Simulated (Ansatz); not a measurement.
A geometry relaxed with PBE0-D3(BJ)/def2-TZVP (Ansatz, a first-principles code), charge 0, multiplicity 1:

```xyz
13

H      2.5979    -0.7850    -1.2304
H      2.2046    -1.1951     1.1173
Si    -1.7602    -0.7559     0.4726
H     -1.6714    -2.0049     1.2780
Si     1.5774    -1.2252    -0.2405
H     -2.6654     0.2003     1.1674
Si     0.1866     1.9827    -0.2834
H     -1.0753     2.6346    -0.7313
H     -2.3786    -1.1022    -0.8455
H      1.2028    -2.6358    -0.5357
H      1.2932     2.4219    -1.1762
H      0.4831     2.4692     1.0995
B      0.0110     0.0039    -0.0581
```

Question: Write the SMILES of this molecule.

Answer: `[SiH3]B([SiH3])[SiH3]`
